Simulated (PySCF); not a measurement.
Continuum solvent and chemical shifts

Bonds (- single, = double, # triple, : aromatic): C1-S2, S2-C3, C3-S4, S4-C5, C5-F6, C5-F7, C5-F8, C3-C9, C9-C10, C10-C11, C11#N12, C10-C3. C1 carries H13, H14, H15; C9 carries H16, H17; C10 carries H18. Stereochemistry as in CS[C@@]1(SC(F)(F)F)C[C@@H]1C#N. H17 is cis to C11 on the ring; H16 is trans to C11 on the ring.

GIAO PBE0/pcSseg-1 in PySCF on one PBE0-D3(BJ)/def2-SVP conformer, non-relativistic, equivalent nuclei averaged. Solvents enter as an IEF-PCM continuum (dichloromethane with ε = 8.9, acetone with ε = 20.5) around the gas-phase geometry. Shifts are referred to TMS, CS2, CFCl3 computed in the same medium.

In dichloromethane, δ in ppm: C5 138.6, C11 127.1, C3 46.8, C9 30.6, C10 19.5, C1 19.5, S4 138.0, S2 45.8, F6/F7/F8 -50.0, H13/H14/H15 2.42, H17 2.17, H16 2.14, H18 2.02. Dipole moment 4.44 D.

Question: How does each δ change in the more polar medium?

Answer: 
```
      atoms                               environment  Δδ, acetone
         C5                                CF3 carbon         +0.1
        C11                            nitrile carbon         +0.7
         C3                three-membered-ring carbon         +0.2
         C9                three-membered-ring carbon         +0.2
        C10                three-membered-ring carbon         +0.1
         C1                 methyl carbon bonded to S         +0.1
         S4                            sulfide sulfur         +0.3
         S2                            sulfide sulfur         -0.5
   F6/F7/F8                 fluorine of an SCF3 group         +0.1
H13/H14/H15   hydrogen on a methyl carbon bonded to S        +0.01
        H17  hydrogen on a three-membered-ring carbon        +0.02
        H16  hydrogen on a three-membered-ring carbon        +0.04
        H18  hydrogen on a three-membered-ring carbon        +0.07
```

Changes are relative to dichloromethane. The dipole moment becomes 4.54 D in acetone.

Question: Which nuclei move most (in ppm), and what does the model miss?

Answer: C11 (nitrile carbon, +0.7 ppm) in acetone. A continuum only polarises the solute; specific hydrogen bonds, the anisotropy of aromatic solvents and changes of geometry or conformer are outside it.
